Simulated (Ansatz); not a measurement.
```yaml
crystal:
  periodic: [false, false, false]
  atoms:
    - {symbol: C, position_ang: [0.539783, -0.591438, 1.996525]}
    - {symbol: C, position_ang: [0.925186, -0.196143, 0.790362]}
    - {symbol: C, position_ang: [0.331965, -0.690723, -0.478575]}
    - {symbol: Sn, position_ang: [-0.905066, 0.805003, -1.367222]}
    - {symbol: F, position_ang: [-1.315731, 0.525246, -3.202951]}
    - {symbol: F, position_ang: [-2.600328, 1.007240, -0.534838]}
    - {symbol: F, position_ang: [-0.136612, 2.542543, -1.315033]}
    - {symbol: H, position_ang: [1.008666, -0.199016, 2.890167]}
    - {symbol: H, position_ang: [-0.254450, -1.318551, 2.132571]}
    - {symbol: H, position_ang: [1.717348, 0.542034, 0.696231]}
    - {symbol: H, position_ang: [-0.313577, -1.558243, -0.334013]}
    - {symbol: H, position_ang: [1.079716, -0.923052, -1.239326]}
basis:
  gaussian: {orbitals: def2-mTZVP, fitting: {mean_field: def2-universal-jkfit}, nuclear_model: gaussian}
magnetization: {spin_polarized: false, initial_magnetization: 2}
hamiltonian: {xc: {name: SPW92}}
output: {forces: true}
```

```sh
$ ansatz run in.yaml --threads 4 --pin off --events-out ev --progress --plain --max-ram 11315MiB
```

Output, abridged:

```
Functional definition: SPW92
764 factors; integrals over basis functions are off by at most 1.6e0 eV
mean field evaluation 1: about -17064.1619 eV, gradient 9.6e1 eV
mean field evaluation 2: about -17064.1602 eV, gradient 9.6e1 eV
mean field evaluation 4: about -17053.9163 eV, gradient 9.8e1 eV
mean field evaluation 8: about -17085.9307 eV, gradient 4.9e0 eV
mean field evaluation 16: about -17085.9994 eV, gradient 2.3e-2 eV
mean field -17085.99940469 eV, -627.8988968159 hartree, gradient 1.9e-5 eV, S^2 2.000000; 8 other end points of the search recorded, 0 dependent functions left out
reference -17085.99945610 eV, -627.8988987054 hartree; 37, 35 occupied and 128, 130 virtual orbitals, 764 factors
Total energy: -17085.99945610 eV, -627.8988987054 hartree
Atom 0 at     0.539783    -0.591438     1.996525 Å, force    -1.885505    -1.255584     4.680139 eV/Å
Atom 1 at     0.925186    -0.196143     0.790362 Å, force     0.834596     0.190466    -7.285891 eV/Å
Atom 2 at     0.331965    -0.690723    -0.478575 Å, force     2.875608    -0.749088     3.929928 eV/Å
Atom 3 at    -0.905066     0.805003    -1.367222 Å, force    -0.864241     0.545707    -0.684411 eV/Å
Atom 4 at    -1.315731     0.525246    -3.202951 Å, force    -0.205810    -0.319147    -1.561143 eV/Å
Atom 5 at    -2.600328     1.007240    -0.534838 Å, force    -1.212552     0.111904     0.842763 eV/Å
Atom 6 at    -0.136612     2.542543    -1.315033 Å, force     0.710748     1.057942     0.229979 eV/Å
Atom 7 at     1.008666    -0.199016     2.890167 Å, force     0.077347     0.083433     0.353448 eV/Å
Atom 8 at    -0.254450    -1.318551     2.132571 Å, force    -0.217688    -0.235555     0.106352 eV/Å
Atom 9 at     1.717348     0.542034     0.696231 Å, force     0.273075     0.218184    -0.117365 eV/Å
Atom 10 at    -0.313577    -1.558243    -0.334013 Å, force    -0.455081    -0.124113     0.033328 eV/Å
Atom 11 at     1.079716    -0.923052    -1.239326 Å, force     0.069504     0.475852    -0.527127 eV/Å
Dipole moment:     0.883624    -0.886133     0.877675 e Å
```

It took 6 s on 4 threads of an Arm Neoverse V2 on a shared host, with 0.59 GiB of host memory at the peak.
